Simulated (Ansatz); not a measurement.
Correlation energies of BFH6SiSn, SMILES `F[BH][SnH2][SiH3]` by basis set

Z-matrix (Å, degrees):
```
Sn
B 1 2.268
Si 1 2.568 2 110.9
H 1 1.711 2 110.0 3 119.2
H 1 1.710 2 111.9 3 -121.3
F 2 1.318 1 119.6 3 94.3
H 2 1.202 1 123.8 3 -84.0
H 3 1.487 1 110.1 2 58.1
H 3 1.487 1 110.1 2 -61.5
H 3 1.487 1 110.6 2 178.3
```

Charge 0, multiplicity 1. Correlated methods include outer-core shells of Sn, which these sets cover unevenly. Sn: def2 effective core potential. All single points use the PBE0-D4/def2-TZVP geometry. It is one conformer, not always the lowest. Frozen core, restricted reference, Ansatz.

| basis | HF (Eh) | MP2 corr. | CCSD corr. | (T) | CCSD(T) total |
| --- | --- | --- | --- | --- | --- |
| def2-SVP | -629.71719 | -0.48373 | -0.54031 | -0.01295 | -630.27045 |
| def2-TZVPP | -629.98411 | -0.80992 | -0.84928 | -0.02578 | -630.85917 |
| def2-QZVPP | -630.00041 | -1.06230 | – | – | – |
